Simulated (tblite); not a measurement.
A geometry optimisation, step by step.

Compound: C6H7FSi.
SMILES with atom numbers: `[CH:1]#[C:2]/[CH:3]=[C:4]([F:5])/[CH:6]=[CH:7]/[SiH3:8]` (hydrogens: H9 on C1; H10 on C3; H11 on C6; H12 on C7; H13, H14, H15 on Si8)

Computed with GFN2-xTB (tblite), gas phase: L-BFGS steps from a force-field or distance-geometry start until the largest atomic force falls under 0.01 eV/Å. 14 of its 17 geometries are shown.

Step 0: E = -619.0012 eV, largest atomic force 1.842 eV/Å
```
atom  x, y, z in Å  |  force x, y, z in eV/Å
C1      4.401   -0.030    0.496   -0.649  -0.143  -0.142
C2      3.253   -0.326    0.237    0.961   0.048   0.196
C3      1.927   -0.699   -0.048    0.109   0.336   0.061
C4      0.878    0.100    0.249   -0.119  -0.591  -0.134
F5      1.100    1.275    0.881   -0.142  -0.115  -0.137
C6     -0.502   -0.249   -0.035    0.224   0.420   0.180
C7     -1.532    0.550    0.277    0.797   0.081   0.167
Si8    -3.292    0.200   -0.043   -1.717  -0.536  -0.398
H9      5.402    0.244    0.722   -0.481  -0.120  -0.116
H10     1.758   -1.650   -0.541    0.044   0.169   0.081
H11    -0.670   -1.205   -0.530    0.133   0.286   0.144
H12    -1.371    1.496    0.777    0.430   0.013   0.013
H13    -3.438   -1.119   -0.712    0.052   0.309   0.157
H14    -3.864    1.248   -0.925    0.146  -0.192   0.201
H15    -4.055    0.172    1.232    0.212   0.036  -0.272
```

Step 1: E = -619.0438 eV, largest atomic force 1.902 eV/Å
```
atom  x, y, z in Å  |  force x, y, z in eV/Å
C1      4.392   -0.033    0.494    1.791   0.493   0.407
C2      3.267   -0.325    0.240   -1.733  -0.594  -0.387
C3      1.929   -0.694   -0.047    0.440   0.114   0.005
C4      0.877    0.091    0.247    0.126  -0.141   0.073
F5      1.098    1.274    0.879   -0.142  -0.189  -0.165
C6     -0.499   -0.243   -0.032    0.256  -0.067  -0.040
C7     -1.521    0.551    0.279   -0.432   0.125   0.075
Si8    -3.317    0.192   -0.049   -0.530  -0.213  -0.149
H9      5.395    0.243    0.721   -0.532  -0.143  -0.130
H10     1.758   -1.647   -0.540    0.088   0.210   0.102
H11    -0.668   -1.200   -0.527    0.122   0.309   0.153
H12    -1.365    1.496    0.777    0.411   0.076   0.048
H13    -3.437   -1.115   -0.710   -0.003   0.086   0.042
H14    -3.862    1.245   -0.922    0.050  -0.085   0.092
H15    -4.052    0.173    1.228    0.088   0.020  -0.126
```

Step 2: E = -619.0555 eV, largest atomic force 1.830 eV/Å
```
atom  x, y, z in Å  |  force x, y, z in eV/Å
C1      4.406   -0.028    0.497   -1.731  -0.449  -0.388
C2      3.258   -0.332    0.238    1.347   0.275   0.308
C3      1.935   -0.689   -0.046    0.074  -0.298  -0.186
C4      0.877    0.083    0.246    0.154   0.277   0.224
F5      1.095    1.270    0.875   -0.108  -0.175  -0.137
C6     -0.493   -0.239   -0.030   -0.015  -0.185  -0.092
C7     -1.516    0.554    0.282   -0.982  -0.017  -0.059
Si8    -3.344    0.183   -0.056    0.472   0.119   0.086
H9      5.383    0.239    0.718    0.442   0.119   0.090
H10     1.760   -1.643   -0.538    0.096   0.179   0.083
H11    -0.665   -1.193   -0.524    0.093   0.202   0.095
H12    -1.354    1.497    0.777    0.341   0.107   0.066
H13    -3.437   -1.110   -0.708   -0.058  -0.205  -0.108
H14    -3.860    1.242   -0.919   -0.063   0.050  -0.043
H15    -4.049    0.173    1.223   -0.062   0.002   0.060
```

Step 4: E = -619.0842 eV, largest atomic force 0.228 eV/Å
```
atom  x, y, z in Å  |  force x, y, z in eV/Å
C1      4.397   -0.030    0.495    0.141   0.049   0.033
C2      3.263   -0.333    0.239   -0.095  -0.110  -0.027
C3      1.937   -0.692   -0.049    0.002   0.026  -0.012
C4      0.881    0.085    0.249   -0.078  -0.042   0.018
F5      1.092    1.267    0.873   -0.034   0.015  -0.025
C6     -0.498   -0.237   -0.030    0.025   0.012   0.018
C7     -1.531    0.551    0.281   -0.115   0.144   0.087
Si8    -3.336    0.185   -0.054   -0.039  -0.034  -0.025
H9      5.386    0.240    0.718   -0.046  -0.013  -0.017
H10     1.762   -1.640   -0.536    0.060   0.009  -0.007
H11    -0.663   -1.190   -0.522    0.066   0.106   0.047
H12    -1.347    1.499    0.778    0.205  -0.090  -0.041
H13    -3.438   -1.114   -0.710   -0.039  -0.079  -0.044
H14    -3.861    1.242   -0.919   -0.032   0.004  -0.006
H15    -4.050    0.173    1.224   -0.022   0.002   0.001
```

Step 5: E = -619.0874 eV, largest atomic force 0.166 eV/Å
```
atom  x, y, z in Å  |  force x, y, z in eV/Å
C1      4.396   -0.030    0.495    0.154   0.049   0.036
C2      3.264   -0.336    0.239   -0.124  -0.085  -0.030
C3      1.938   -0.691   -0.050   -0.034   0.021   0.005
C4      0.881    0.083    0.251   -0.116   0.010   0.010
F5      1.090    1.266    0.871   -0.003   0.052   0.007
C6     -0.499   -0.234   -0.029   -0.001  -0.009   0.015
C7     -1.536    0.553    0.282    0.053   0.102   0.069
Si8    -3.338    0.183   -0.055   -0.033  -0.028  -0.021
H9      5.385    0.240    0.718   -0.001  -0.003  -0.006
H10     1.764   -1.638   -0.536    0.042  -0.043  -0.035
H11    -0.660   -1.186   -0.520    0.035   0.052   0.019
H12    -1.338    1.498    0.778    0.136  -0.056  -0.024
H13    -3.439   -1.117   -0.711   -0.037  -0.066  -0.037
H14    -3.862    1.242   -0.919   -0.039   0.006  -0.015
H15    -4.050    0.174    1.223   -0.032  -0.003   0.007
```

Step 6: E = -619.0895 eV, largest atomic force 0.095 eV/Å
```
atom  x, y, z in Å  |  force x, y, z in eV/Å
C1      4.396   -0.030    0.495    0.025   0.011   0.006
C2      3.264   -0.339    0.239   -0.021  -0.018   0.000
C3      1.938   -0.690   -0.050   -0.092   0.017   0.018
C4      0.879    0.082    0.252   -0.046   0.032   0.000
F5      1.089    1.266    0.870    0.013   0.065   0.026
C6     -0.501   -0.231   -0.027    0.025  -0.051   0.000
C7     -1.538    0.555    0.284    0.067   0.050   0.033
Si8    -3.341    0.182   -0.057    0.001  -0.016  -0.009
H9      5.384    0.240    0.717    0.034   0.003   0.002
H10     1.767   -1.637   -0.536    0.021  -0.056  -0.043
H11    -0.657   -1.182   -0.519   -0.002  -0.009  -0.010
H12    -1.328    1.496    0.777    0.079   0.014   0.013
H13    -3.441   -1.120   -0.713   -0.030  -0.035  -0.022
H14    -3.863    1.242   -0.919   -0.040  -0.001  -0.016
H15    -4.051    0.174    1.223   -0.034  -0.008   0.002
```

Step 7: E = -619.0903 eV, largest atomic force 0.078 eV/Å
```
atom  x, y, z in Å  |  force x, y, z in eV/Å
C1      4.396   -0.029    0.495   -0.036  -0.008  -0.008
C2      3.264   -0.341    0.239    0.001   0.011   0.010
C3      1.937   -0.690   -0.050   -0.020  -0.026   0.008
C4      0.877    0.083    0.252   -0.028   0.065   0.011
F5      1.088    1.268    0.870    0.011   0.044   0.019
C6     -0.502   -0.231   -0.026    0.012  -0.031   0.005
C7     -1.538    0.556    0.285    0.065   0.002   0.005
Si8    -3.342    0.181   -0.057    0.008  -0.008  -0.004
H9      5.385    0.240    0.717    0.026  -0.001   0.000
H10     1.769   -1.638   -0.537    0.007  -0.024  -0.027
H11    -0.656   -1.180   -0.518   -0.017  -0.038  -0.023
H12    -1.323    1.496    0.778    0.055   0.046   0.030
H13    -3.442   -1.122   -0.714   -0.024  -0.008  -0.008
H14    -3.865    1.242   -0.920   -0.033  -0.014  -0.009
H15    -4.052    0.174    1.223   -0.027  -0.011  -0.011
```

Step 9: E = -619.0912 eV, largest atomic force 0.044 eV/Å
```
atom  x, y, z in Å  |  force x, y, z in eV/Å
C1      4.396   -0.029    0.495   -0.031  -0.009  -0.006
C2      3.263   -0.342    0.239   -0.001   0.021   0.012
C3      1.934   -0.690   -0.050    0.039  -0.020   0.007
C4      0.876    0.085    0.253    0.027   0.014   0.001
F5      1.088    1.271    0.870    0.001   0.000  -0.002
C6     -0.502   -0.232   -0.025    0.005   0.004   0.004
C7     -1.536    0.558    0.286    0.011  -0.008  -0.004
Si8    -3.341    0.180   -0.058    0.019   0.008   0.005
H9      5.386    0.240    0.717   -0.027  -0.015  -0.012
H10     1.770   -1.639   -0.539   -0.012   0.030   0.005
H11    -0.656   -1.181   -0.519   -0.014  -0.025  -0.010
H12    -1.315    1.497    0.779    0.024   0.020   0.016
H13    -3.445   -1.124   -0.716   -0.011   0.023   0.008
H14    -3.868    1.242   -0.921   -0.018  -0.032   0.004
H15    -4.055    0.173    1.223   -0.012  -0.013  -0.029
```

Step 10: E = -619.0915 eV, largest atomic force 0.036 eV/Å
```
atom  x, y, z in Å  |  force x, y, z in eV/Å
C1      4.395   -0.029    0.495   -0.001  -0.002   0.001
C2      3.262   -0.342    0.240   -0.012   0.011   0.007
C3      1.934   -0.690   -0.049    0.026   0.003   0.009
C4      0.876    0.086    0.253    0.023  -0.016  -0.005
F5      1.088    1.272    0.871    0.000  -0.013  -0.010
C6     -0.502   -0.232   -0.025    0.005   0.009  -0.001
C7     -1.535    0.559    0.287    0.000   0.004   0.002
Si8    -3.340    0.180   -0.058    0.024   0.013   0.008
H9      5.385    0.239    0.716   -0.029  -0.014  -0.012
H10     1.770   -1.639   -0.539   -0.015   0.031   0.009
H11    -0.656   -1.181   -0.519   -0.005   0.002   0.006
H12    -1.312    1.498    0.780    0.014  -0.008   0.000
H13    -3.446   -1.124   -0.716   -0.007   0.023   0.009
H14    -3.869    1.240   -0.921   -0.014  -0.030   0.004
H15    -4.056    0.172    1.222   -0.009  -0.012  -0.027
```

Step 11: E = -619.0917 eV, largest atomic force 0.028 eV/Å
```
atom  x, y, z in Å  |  force x, y, z in eV/Å
C1      4.395   -0.029    0.495    0.018   0.003   0.005
C2      3.262   -0.341    0.240   -0.016   0.001   0.003
C3      1.934   -0.690   -0.048    0.014   0.007   0.002
C4      0.877    0.086    0.253   -0.009  -0.018  -0.003
F5      1.088    1.272    0.871    0.002  -0.021  -0.014
C6     -0.501   -0.233   -0.025    0.005   0.012  -0.004
C7     -1.534    0.559    0.287    0.004   0.007   0.005
Si8    -3.340    0.180   -0.058    0.023   0.013   0.008
H9      5.385    0.238    0.716   -0.014  -0.009  -0.008
H10     1.770   -1.639   -0.540   -0.014   0.023   0.008
H11    -0.657   -1.182   -0.520    0.002   0.020   0.017
H12    -1.310    1.499    0.780    0.006  -0.024  -0.009
H13    -3.446   -1.124   -0.716   -0.002   0.019   0.007
H14    -3.870    1.239   -0.921   -0.012  -0.023   0.001
H15    -4.057    0.172    1.220   -0.009  -0.011  -0.019
```

Step 12: E = -619.0919 eV, largest atomic force 0.032 eV/Å
```
atom  x, y, z in Å  |  force x, y, z in eV/Å
C1      4.394   -0.029    0.495    0.021   0.003   0.006
C2      3.261   -0.341    0.241   -0.010  -0.004   0.001
C3      1.935   -0.690   -0.048   -0.007   0.012  -0.001
C4      0.878    0.087    0.253   -0.021  -0.016  -0.001
F5      1.088    1.273    0.870    0.003  -0.018  -0.011
C6     -0.501   -0.233   -0.025    0.004   0.008  -0.006
C7     -1.533    0.560    0.287    0.006   0.007   0.005
Si8    -3.338    0.180   -0.058    0.016   0.009   0.006
H9      5.384    0.238    0.715    0.008  -0.002  -0.002
H10     1.770   -1.638   -0.540   -0.011   0.008   0.003
H11    -0.657   -1.182   -0.519    0.005   0.025   0.019
H12    -1.308    1.499    0.781    0.001  -0.023  -0.009
H13    -3.447   -1.123   -0.716    0.003   0.014   0.005
H14    -3.872    1.238   -0.921   -0.010  -0.014  -0.003
H15    -4.058    0.171    1.219   -0.008  -0.009  -0.009
```

Step 14: E = -619.0920 eV, largest atomic force 0.020 eV/Å
```
atom  x, y, z in Å  |  force x, y, z in eV/Å
C1      4.394   -0.029    0.495    0.005  -0.001   0.002
C2      3.261   -0.341    0.241    0.006  -0.002   0.002
C3      1.935   -0.690   -0.048   -0.009   0.002  -0.006
C4      0.877    0.086    0.253   -0.007   0.001   0.003
F5      1.089    1.272    0.870    0.003   0.000   0.000
C6     -0.500   -0.232   -0.025   -0.002   0.002  -0.003
C7     -1.532    0.560    0.288   -0.001   0.001   0.000
Si8    -3.337    0.181   -0.057   -0.005   0.002   0.001
H9      5.384    0.237    0.715    0.020   0.002   0.001
H10     1.769   -1.637   -0.540   -0.006  -0.008  -0.003
H11    -0.657   -1.181   -0.518    0.001   0.003   0.005
H12    -1.306    1.499    0.781   -0.001   0.002   0.002
H13    -3.448   -1.122   -0.715    0.010   0.006   0.002
H14    -3.873    1.235   -0.921   -0.006  -0.004  -0.007
H15    -4.059    0.170    1.217   -0.006  -0.006   0.001
```

Step 15: E = -619.0920 eV, largest atomic force 0.011 eV/Å
```
atom  x, y, z in Å  |  force x, y, z in eV/Å
C1      4.394   -0.030    0.495    0.002  -0.002   0.001
C2      3.261   -0.341    0.241    0.007  -0.001   0.002
C3      1.934   -0.690   -0.048    0.000  -0.002  -0.005
C4      0.877    0.086    0.253    0.003   0.003   0.002
F5      1.089    1.272    0.870    0.002   0.004   0.003
C6     -0.500   -0.232   -0.025   -0.003   0.002   0.000
C7     -1.532    0.560    0.288   -0.004   0.002  -0.001
Si8    -3.337    0.181   -0.057   -0.009   0.002   0.000
H9      5.384    0.237    0.715    0.011   0.000   0.000
H10     1.768   -1.637   -0.540   -0.005  -0.006  -0.002
H11    -0.657   -1.181   -0.518   -0.001  -0.004   0.000
H12    -1.305    1.498    0.781   -0.001   0.007   0.005
H13    -3.448   -1.121   -0.715    0.010   0.003   0.001
H14    -3.874    1.235   -0.921   -0.005  -0.002  -0.007
H15    -4.059    0.169    1.217   -0.005  -0.006   0.002
```

Step 16: E = -619.0920 eV, largest atomic force 0.010 eV/Å
```
atom  x, y, z in Å  |  force x, y, z in eV/Å
C1      4.394   -0.030    0.495    0.000  -0.003   0.000
C2      3.261   -0.341    0.241    0.006  -0.001   0.000
C3      1.934   -0.690   -0.048    0.008  -0.003  -0.002
C4      0.877    0.086    0.253    0.009   0.003   0.000
F5      1.089    1.272    0.870    0.001   0.005   0.004
C6     -0.500   -0.232   -0.025   -0.004   0.002   0.002
C7     -1.532    0.560    0.288   -0.006   0.003   0.000
Si8    -3.337    0.181   -0.057   -0.009   0.002   0.000
H9      5.385    0.237    0.714    0.001  -0.003  -0.002
H10     1.768   -1.637   -0.540   -0.003  -0.001   0.000
H11    -0.657   -1.181   -0.518   -0.002  -0.007  -0.002
H12    -1.305    1.498    0.781   -0.001   0.008   0.005
H13    -3.447   -1.121   -0.715    0.010   0.000   0.000
H14    -3.874    1.234   -0.921   -0.005  -0.001  -0.006
H15    -4.060    0.169    1.217   -0.005  -0.005   0.002
```

Question: Summarise the path.

Answer: The energy falls by 0.0909 eV from step 0 to step 16; nine tenths of that is first reached at step 4. It falls at every step. The largest force goes from 1.842 to 0.010 eV/Å. Among the bonds C7–Si8 changes most, from 1.823 to 1.876 Å; the atoms move by 0.027 Å rms after alignment.

Question: Follow the three bonds and two angles with the largest change from start to end.

Answer: 
| step | E above end (eV) | largest force (eV/Å) | C7–Si8 (Å) | Si8–H13 (Å) | Si8–H15 (Å) | Si8–C7–H12 (°) | C6–C7–H12 (°) |
| --- | --- | --- | --- | --- | --- | --- | --- |
| 0 | 0.0909 | 1.842 | 1.823 | 1.486 | 1.486 | 113.1 | 120.9 |
| 1 | 0.0483 | 1.902 | 1.861 | 1.470 | 1.473 | 112.9 | 121.3 |
| 2 | 0.0366 | 1.830 | 1.895 | 1.451 | 1.460 | 113.4 | 120.9 |
| 3 | 0.0120 | 0.424 | 1.876 | 1.457 | 1.463 | 114.2 | 119.9 |
| 4 | 0.0079 | 0.228 | 1.872 | 1.459 | 1.464 | 114.6 | 119.3 |
| 5 | 0.0046 | 0.166 | 1.871 | 1.460 | 1.464 | 115.4 | 118.5 |
| 6 | 0.0025 | 0.095 | 1.872 | 1.461 | 1.464 | 116.2 | 117.8 |
| 7 | 0.0017 | 0.078 | 1.874 | 1.463 | 1.465 | 116.7 | 117.5 |
| 8 | 0.0011 | 0.062 | 1.875 | 1.464 | 1.465 | 116.9 | 117.4 |
| 9 | 0.0008 | 0.044 | 1.876 | 1.465 | 1.466 | 117.0 | 117.4 |
| 10 | 0.0005 | 0.036 | 1.877 | 1.465 | 1.466 | 117.1 | 117.4 |
| 11 | 0.0003 | 0.028 | 1.877 | 1.464 | 1.466 | 117.2 | 117.3 |
| 12 | 0.0002 | 0.032 | 1.877 | 1.464 | 1.465 | 117.3 | 117.3 |
| 13 | 0.0001 | 0.021 | 1.876 | 1.464 | 1.465 | 117.3 | 117.3 |
| 14 | 0.0000 | 0.020 | 1.876 | 1.464 | 1.465 | 117.4 | 117.2 |
| 15 | 0.0000 | 0.011 | 1.876 | 1.464 | 1.465 | 117.4 | 117.2 |
| 16 | 0.0000 | 0.010 | 1.876 | 1.464 | 1.465 | 117.4 | 117.2 |

What follows is the cost of the whole relaxation. Hardware: an Arm Neoverse V1 with one thread, no GPU, on a shared host. Cost: 0.11 s wall.
